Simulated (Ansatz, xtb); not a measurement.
## C4H6Cl2Si: which of two isomers lies lower

We compare X, `ClC1=CC[Si@H](Cl)C1`, a singlet, with Y, `Cl/C=C1/CC[Si@@H]1Cl`, a singlet. Both are isolated molecules in the gas phase, relaxed with PBE0-D3(BJ)/def2-SVP; the shapes shown needn't be the lowest conformers.

X (Å):

```xyz
13

C    -1.5848    1.1273    0.7206
C    -1.6661   -0.0490    0.0791
C    -0.4099   -0.8620   -0.0762
C    -0.2765    1.6138    1.2706
Cl   -2.9700    2.1478    0.9402
Cl    1.2974   -0.8568    2.7148
Si    0.8393    0.1231    0.9441
H    -2.6206   -0.4009   -0.3226
H    -0.5325   -1.8931    0.2957
H    -0.1073   -0.9466   -1.1354
H     2.1290    0.4319    0.2692
H    -0.3559    1.8660    2.3405
H     0.0598    2.5270    0.7498
```

Y (Å):

```yaml
atoms:
  - { symbol: C, position_ang: [-0.9233, 1.6706, -0.8905] }
  - { symbol: C, position_ang: [-0.6469, 0.9307, 0.1801] }
  - { symbol: C, position_ang: [0.7054, 0.4833, 0.7318] }
  - { symbol: C, position_ang: [0.2512, -0.6235, 1.7324] }
  - { symbol: Cl, position_ang: [-2.5376, 2.0358, -1.3808] }
  - { symbol: Cl, position_ang: [-2.8713, -1.5125, 0.8171] }
  - { symbol: Si, position_ang: [-1.5405, -0.0715, 1.4763] }
  - { symbol: H, position_ang: [-0.1667, 2.1062, -1.5516] }
  - { symbol: H, position_ang: [1.2102, 1.3133, 1.2546] }
  - { symbol: H, position_ang: [1.3999, 0.1208, -0.0441] }
  - { symbol: H, position_ang: [0.4266, -1.6370, 1.3417] }
  - { symbol: H, position_ang: [0.6908, -0.5600, 2.7374] }
  - { symbol: H, position_ang: [-2.2187, 0.6743, 2.5735] }
```

Quicker runs give these differences E(Y) − E(X): GFN2-xTB +17.4 kcal/mol; HF/STO-3G +29.7 kcal/mol (at GFN2-xTB geometries); r2SCAN-D4/def2-SVP +23.2 kcal/mol (at GFN2-xTB geometries).

Estimate E(Y) − E(X) at the level CCSD(T)/def2-SVP + ΔMP2/def2-TZVPP.

Calculated at CCSD(T)/def2-SVP + ΔMP2/def2-TZVPP: E(Y) − E(X) = +22.5 kcal/mol, so structure X lies lower.

Level by level:

```tsv
level	geometry	E(Y) − E(X) (kcal/mol)	departure from the last row (kcal/mol)	job, with rough time for the two
GFN2-xTB	GFN2-xTB	+17.4	−5.1	optimisation, 0.24 s
HF/STO-3G	GFN2-xTB	+29.7	+7.2	single point, 0.46 s
r2SCAN-D4/def2-SVP	GFN2-xTB	+23.2	+0.7	single point, 4.9 s
PBE0-D3(BJ)/def2-SVP	PBE0-D3(BJ)/def2-SVP	+22.5	0.0	optimisation, 71 s
HF/def2-SVP	PBE0-D3(BJ)/def2-SVP	+22.7	+0.2	part of the CCSD(T) run
MP2/def2-SVP	PBE0-D3(BJ)/def2-SVP	+23.4	+0.9	part of the CCSD(T) run
CCSD(T)/def2-SVP	PBE0-D3(BJ)/def2-SVP	+22.5	0.0	single point
CCSD(T)/def2-SVP + ΔMP2/def2-TZVPP	PBE0-D3(BJ)/def2-SVP	+22.5		single point, 77 s
```

As drawn, both hold the same kinds of bond in the same numbers. Structure X has a 5-membered ring, Y a 4-membered ring.

The levels shown agree on the order. The largest departure from CCSD(T)/def2-SVP + ΔMP2/def2-TZVPP is that of HF/STO-3G, 7.2 kcal/mol. The last row adds to CCSD(T) the change of the MP2 difference between the two basis sets, here 0.0 kcal/mol.

With thermal terms from frequencies at re-optimised GFN2-xTB minima (ideal gas, soft modes damped towards free rotors, one conformer each, 298.15 K, 1 atm): on the last row, ΔE + ΔZPE = +22.2, ΔH = +22.5, ΔG = +21.7 kcal/mol.

The correlated steps freeze 19 core orbitals. Run with Ansatz 0.2.0, xtb 6.7.1; the last row on 4 threads of Arm Neoverse V1 on a shared host.
